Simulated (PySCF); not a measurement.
How methods differ on the excitation energy of Al

Al [Ne] 3s2 3p1 (2P) → Al [Ne] 3s1 3p2 (4P), as a difference of total energies. Computed with PySCF 2.14 in def2-QZVPPD (10s6p5d2f1g, 76 functions), with no relativity, point nucleus. Correlated levels: valence: [Ne] frozen. The calculations carry no spin-orbit coupling.

| method | excitation energy (eV) | error (eV) |
| --- | --- | --- |
| UHF | 2.387 | -1.211 |
| MP2 (valence) | 3.170 | -0.428 |
| SCS-MP2 (valence) | 3.489 | -0.109 |
| CCSD (valence) | 3.407 | -0.191 |
| CCSD(T) (valence) | 3.438 | -0.160 |

Reference: 3.598 eV (measured; NIST levels, between the centres of gravity of the two terms).

Errors of the correlated levels include the incompleteness of this basis and the frozen core.
